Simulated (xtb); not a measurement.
Harmonic IR lines of one isomer of C$_{2}$H$_{2}$ClF, unscaled. Calculation: GFN2-xTB (xtb).

wavenumber (cm⁻¹): 408 (w), 605 (w), 759 (m), 1040 (vs), 1184 (m), 1242 (s), 1678 (s), 3078 (w), 3102 (w)

Question: Say which structure gives these lines.
A) `F/C=C/Cl`
B) `F/C=C\Cl`
C) `C=C(F)Cl`

Answer: B, `F/C=C\Cl`
